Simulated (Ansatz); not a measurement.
Consider the substitution at a C–C bond: `C=CC[SiH3]` + `[OH][AlH2]` → `[AlH2][O]C[SiH3]` + `C=C`.

Calculated with Ansatz (gas phase, PBE0-D4/def2-TZVP geometries, no zero-point term in ΔE). CCSD(T)/CBS adds triple-zeta CCSD(T) − MP2 to the extrapolated MP2 energy (def2 sets, frozen cores). This one scheme is used for every species. DFT in def2-TZVPP. Each species was taken in one conformer, which may not be the lowest.

`C=CC[SiH3]`:

Z-matrix (Å, degrees):
```
C
C 1 1.489
Si 1 1.887 2 111.3
H 1 1.096 2 110.9 3 -119.8
H 1 1.094 2 111.0 3 120.8
C 2 1.327 1 125.5 3 -106.0
H 2 1.089 1 115.9 3 71.9
H 3 1.486 1 110.0 2 65.0
H 3 1.488 1 110.0 2 -54.8
H 3 1.489 1 110.4 2 -174.6
H 6 1.086 2 121.5 1 -1.9
H 6 1.083 2 121.4 1 178.1
```

`[OH][AlH2]`:

Z-matrix (Å, degrees):
```
Al
O 1 1.696
H 1 1.585 2 119.7
H 1 1.577 2 116.0 3 -180.0
H 2 0.956 1 123.4 3 -0.0
```

`[AlH2][O]C[SiH3]`:

Cartesian coordinates in Å:
```
Al -1.089 -0.158 2.067
O -0.992 -0.053 0.383
C -0.189 0.694 -0.499
Si 1.007 -0.456 -1.405
H -0.157 0.785 2.935
H -2.124 -1.201 2.637
H -0.828 1.210 -1.227
H 0.380 1.478 0.023
H 1.878 0.325 -2.328
H 1.860 -1.150 -0.402
H 0.255 -1.474 -2.184
```

`C=C`:

```xyz
6

C     0.255    0.564    0.233
C    -0.255   -0.564   -0.233
H     0.775    0.603    1.185
H     0.176    1.496   -0.316
H    -0.775   -0.603   -1.185
H    -0.176   -1.496    0.316
```

```csv
level,ΔE (eV)
BHLYP,0.78
CCSD/def2-TZVPP,0.84
```

**Question.** What does CCSD(T)/CBS give? (Best estimate.)

**Answer.** Computed: +0.88 eV. The listed levels differ from it by -0.10, -0.04 eV.

**Question.** What do rigid-rotor, harmonic-oscillator terms from PBE0-D4/def2-TZVP frequencies (298.15 K, 1 bar) make of the CCSD(T)/CBS value? (Estimate.)

**Answer.** Computed: ΔZPE = -0.02 eV, ΔH = +0.88 eV, ΔS = -1 J/(mol·K), ΔG = +0.88 eV. Modes under 50 cm⁻¹ make the entropy rough.

Largest T1 diagnostic among the species: 0.013.

From PBE to PBE0 (25 % exact exchange), in def2-TZVPP and without D4, ΔE moves by +0.03 eV. In def2-TZVPP, CCSD(T) changes the Hartree–Fock value by +0.12 eV (the triples alone add +0.01 eV) and MP2 by +0.22 eV.
